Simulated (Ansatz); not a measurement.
`[NH2][Cd][F]`, relaxed with RKS PBE0-D4/def2-TZVP in Ansatz from a GFN2-xTB geometry. The force threshold is 0.005 eV/Å; the program also tests the step.

Charge 0, multiplicity 1. Cd takes the def2 core potential.

Start:

```xyz
5

N    -0.770   -0.278   -0.453
Cd    0.488    1.202    0.087
F     2.239    0.373    0.406
H    -0.274   -1.069   -0.035
H    -1.684   -0.228   -0.005
```

Task: By how much does the energy fall, and how many steps does the optimiser take? (Best estimate.)

Result: The calculation gave: 114.93 kJ/mol, in 9 steps.

Task: Which bonds change most? (Estimate.)

Result: The calculation gave: Cd2–F3 from 1.963 to 1.935 Å; N1–Cd2 from 2.016 to 1.998 Å; N1–H4 from 1.023 to 1.014 Å; N1–H5 from 1.019 to 1.014 Å.

Task: Give the relaxed structure. (Best estimate.)

Result: The calculation gave: 
```xyz
5

N    -0.885   -0.345   -0.455
Cd    0.868    0.418    0.124
F     2.588    1.206    0.533
H    -0.922   -1.343   -0.275
H    -1.649    0.064    0.072
```
